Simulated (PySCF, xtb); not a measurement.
C₆H₅Cl, SMILES Clc1ccccc1.

Harmonic wavenumbers (cm⁻¹) from GFN2-xTB (xtb) at its own minimum, in rising order: 176, 275, 373, 387, 444, 585, 648, 684, 751, 871, 895, 925, 929, 964, 1078, 1108, 1112, 1179, 1190, 1269, 1317, 1431, 1447, 1583, 1588, 3083, 3087, 3097, 3104, 3106.

**Question.** What does PBE0-D3(BJ)/def2-SVP run with PySCF give at its own minimum? (The exact figures need the calculation; the answer reports its results.)

**Answer.** 191, 300, 421, 425, 488, 625, 714, 724, 764, 851, 930, 997, 1015, 1022, 1056, 1097, 1128, 1169, 1183, 1312, 1392, 1484, 1516, 1669, 1673, 3208, 3217, 3229, 3236, 3238. Paired by order, the mean absolute difference is 58 cm⁻¹ and the zero-point energies are 55.3 and 57.6 kcal/mol.
